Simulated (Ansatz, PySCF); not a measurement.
SnCl3, SMILES [Sn-]([Cl])([Cl])[Cl], charge -1. Atoms are numbered in the order given.

```xyz
4

Sn     0.0000     0.0000     0.6491
Cl     1.9217    -1.1094    -0.5904
Cl    -1.9217    -1.1094    -0.5904
Cl     0.0000     2.2189    -0.5904
```
Charge -1, spin multiplicity 1.

Geometry optimised at B3LYP-D3(BJ)/def2-SVPD. The isomer is the one that the SMILES or the coordinates give; other isomers of the formula were not compared. The def2 effective core potentials stand for the cores of Sn; spin–orbit coupling is left out.

Two levels are set side by side: PBE-D3(BJ)/def2-SVPD (Ansatz, an electronic-structure program) and B3LYP-D3(BJ)/def2-SVPD (Ansatz). Each level has its own optimised geometry; the coordinates shown are those of the second. Frequencies come from the Hessian of PySCF at each geometry. Differences are taken from unrounded values.

```
quantity                            B3LYP-D3(BJ)
----------------------------------  ------------
mean bond length (Å)                       2.542
bond Sn1–Cl2 (Å)                           2.542
bond Sn1–Cl3 (Å)                           2.542
bond Sn1–Cl4 (Å)                           2.542
highest harmonic wavenumber (cm⁻¹)           281
mean harmonic wavenumber (cm⁻¹)              178
zero-point energy (kcal/mol)                1.52
```

Problem. What does PBE-D3(BJ) give, and how far is it from B3LYP-D3(BJ)? (The exact figures need the calculation; the answer reports its results.)

Solution. 
```json
[
 {"quantity": "mean bond length (Å)", "PBE-D3(BJ)": "2.541", "PBE-D3(BJ) minus B3LYP-D3(BJ)": "0.000"},
 {"quantity": "bond Sn1–Cl2 (Å)", "PBE-D3(BJ)": "2.541", "PBE-D3(BJ) minus B3LYP-D3(BJ)": "0.000"},
 {"quantity": "bond Sn1–Cl3 (Å)", "PBE-D3(BJ)": "2.541", "PBE-D3(BJ) minus B3LYP-D3(BJ)": "0.000"},
 {"quantity": "bond Sn1–Cl4 (Å)", "PBE-D3(BJ)": "2.541", "PBE-D3(BJ) minus B3LYP-D3(BJ)": "0.000"},
 {"quantity": "highest harmonic wavenumber (cm⁻¹)", "PBE-D3(BJ)": "279", "PBE-D3(BJ) minus B3LYP-D3(BJ)": "-3"},
 {"quantity": "mean harmonic wavenumber (cm⁻¹)", "PBE-D3(BJ)": "175", "PBE-D3(BJ) minus B3LYP-D3(BJ)": "-3"},
 {"quantity": "zero-point energy (kcal/mol)", "PBE-D3(BJ)": "1.50", "PBE-D3(BJ) minus B3LYP-D3(BJ)": "-0.02"}
]
```

Here PBE gives about what the other level gives.
